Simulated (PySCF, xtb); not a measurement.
SrCl, SMILES [Cl][Sr], multiplicity 2.

Harmonic wavenumbers (cm⁻¹) from GFN2-xTB run with xtb at its own minimum, in rising order: 236.

### Question
What does PySCF with PBE-D3(BJ)/def2-TZVPD give at its own minimum? (The exact figures need the calculation; the answer reports its results.)

### Answer
292. Paired by order, the mean absolute difference is 56 cm⁻¹ and the zero-point energies are 0.3 and 0.4 kcal/mol.
